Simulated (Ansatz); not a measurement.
`[GeH3][CH]=[Se]` + `NC=O` → `O=C[NH][GeH3]` + `C=[Se]`  (ligand exchange at a Ge–C bond)

Computed with Ansatz on PBE0-D4/def2-TZVP structures; ΔE is electronic, products minus reactants. CBS: MP2 limit from def2 TZ/QZ plus the TZ coupled-cluster correction, frozen cores. This one scheme is used for every species. DFT in def2-TZVPP. B3LYP here is the variant with VWN-RPA as its local correlation; programs differ in this. HSE06 is defined as in plane-wave codes. For Ge, Se outer-core shells are correlated without core-valence functions, which leaves a few kJ/mol of doubt a bond. Scalar relativity is left out up to krypton. Each species was taken in one conformer, which may not be the lowest.

| level | ΔE (kcal/mol) | difference from CCSD(T)/CBS |
| --- | --- | --- |
| LDA (SPW92) | -3.5 | 2.6 |
| PBE-D4 | -3.8 | 2.3 |
| revPBE-D4 | -4.6 | 1.5 |
| BLYP-D4 | -5.1 | 1.0 |
| r2SCAN-D4 | -5.1 | 1.0 |
| B97M-V | -6.0 | 0.1 |
| PBE0-D4 | -4.5 | 1.6 |
| B3LYP-D4 | -5.5 | 0.6 |
| r2SCAN0-D4 | -5.3 | 0.8 |
| HSE06-D4 | -4.4 | 1.7 |
| BHLYP-D4 | -6.2 | -0.1 |
| CAM-B3LYP-D4 | -6.2 | -0.1 |
| ωB97X-V | -6.3 | -0.2 |
| ωB97M-V | -6.0 | 0.1 |
| PBE-QIDH | -5.4 | 0.7 |
| PBE | -3.7 | 2.4 |
| revPBE | -3.5 | 2.6 |
| r2SCAN | -5.0 | 1.1 |
| PBE0 | -4.4 | 1.7 |
| B3LYP | -5.3 | 0.8 |
| r2SCAN0 | -5.3 | 0.8 |
| HSE06 | -4.3 | 1.8 |
| BHLYP | -6.4 | -0.3 |
| CAM-B3LYP | -6.1 | 0.0 |
| LC-ωPBE | -5.4 | 0.7 |
| RPA@PBE/def2-TZVPP | -7.4 | -1.3 |
| HF/def2-SVP | -8.1 | -2.0 |
| MP2/def2-SVP | -6.9 | -0.8 |
| CCSD/def2-SVP | -7.9 | -1.8 |
| CCSD(T)/def2-SVP | -7.8 | -1.7 |
| HF/def2-TZVPP | -8.0 | -1.9 |
| MP2/def2-TZVPP | -5.9 | 0.2 |
| SCS-MP2/def2-TZVPP | -6.6 | -0.5 |
| CCSD/def2-TZVPP | -6.8 | -0.7 |
| CCSD(T)/def2-TZVPP | -6.6 | -0.5 |
| HF/def2-QZVPP | -8.2 | -2.1 |
| MP2/def2-QZVPP | -5.6 | 0.5 |
| SCS-MP2/def2-QZVPP | -6.4 | -0.3 |
| MP2/CBS(def2) | -5.3 | 0.8 |
| CCSD/CBS(def2) | -6.2 | -0.1 |
| CCSD(T)/CBS | -6.1 | 0 |

Task: What do rigid-rotor, harmonic-oscillator terms from PBE0-D4/def2-TZVP frequencies (298.15 K, 1 bar) make of the CCSD(T)/CBS value? (Best estimate.)

Result: Ansatz gave: ΔZPE = -0.2 kcal/mol, ΔH = -6.4 kcal/mol, ΔS = -18 J/(mol·K), ΔG = -5.1 kcal/mol.

Largest T1 diagnostic among the species: 0.016.

Leaving LDA and LC-ωPBE aside and taking each functional with its dispersion term where it has one, the values spread over 2.5 kcal/mol, from ωB97X-V to PBE-D4. At CCSD(T), def2-SVP lies −1.7 kcal/mol from the extrapolated value and def2-TZVPP −0.5 kcal/mol. In def2-TZVPP, CCSD(T) changes the Hartree–Fock value by +1.4 kcal/mol (the triples alone add +0.2 kcal/mol) and MP2 by +2.1 kcal/mol.
